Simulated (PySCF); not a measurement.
# Structure from 2D NMR

Compound of formula C6H12N2Si. Correlations simulated from computed shifts and the bond graph:

HSQC (one-bond C–H):
```
  δH    δC
2.99  16.2
2.52  38.5
1.84  22.3
1.62  22.3
```

COSY cross peaks (H two or three bonds apart, from the bond graph; peaks can be absent where the dihedral angle is near 90°):
```
  δH    δH
5.69  1.84
5.69  1.62
2.99  1.84
2.99  1.62
1.84  1.62
```

HMBC (two and three bonds, from the bond graph):
```
  δH                 δC
5.69   38.5, 22.3, 16.2
2.99        130.4, 22.3
2.52               38.5
1.84  130.4, 22.3, 16.2
1.62  130.4, 22.3, 16.2
```

Carbons without hydrogens: δ 130.4.

Theoretical values (PySCF 2.14.0 with density-fitted response routines): structure optimised with GFN2-xTB, σ from GIAO-PBE0/pcSseg-1. Fast rotation and ring inversion assumed for equivalent nuclei, isolated molecule, no relativistic terms, one conformer.

References, each an isolated molecule treated in the same way: 1H (σ = 31.72 ppm), 13C (σ = 186.93 ppm) against TMS.

Exchangeable hydrogens are left out of these lists.

Q: Assemble the structure.

A: SMILES N(C)(C)[Si@H]1C[C@H](C#N)C1.

Structure with atom numbers: `[CH3:1][N:2]([CH3:3])[Si@H:4]1[CH2:5][C@H:6]([C:7]#[N:8])[CH2:9]1`. Hydrogens are named by the atom that carries them. Ha(C5), Ha(C9) are cis to N2 on the ring; Hb(C5), Hb(C9) are trans to N2 on the ring.

δC 130.4 is C7, a nitrile carbon. δC 38.5 is C1/C3, a methyl carbon bonded to N (δH 2.52). δC 22.3 is C5/C9, an sp3 CH2 bonded to Si (δH 1.62, 1.84). δC 16.2 is C6, an sp3 CH α to a nitrile (δH 2.99). HMBC from δH 2.99 reaches the proton-free carbon C7. HMBC from δH 1.84 reaches the proton-free carbon C7. HMBC from δH 1.62 reaches the proton-free carbon C7. COSY links 5.69–1.84, 5.69–1.62, 2.99–1.84, 2.99–1.62, 1.84–1.62.

The shifts were computed for this structure.

Shifts are as computed. Against solution values, carbons near 30 ppm lie about +3 ppm off and those near 130 ppm about +5 ppm. Of 1211 compounds with measured shifts, 218 miss one by over three times the rms of a fit or turn the order of signals round; such compounds aren't used in these exercises.
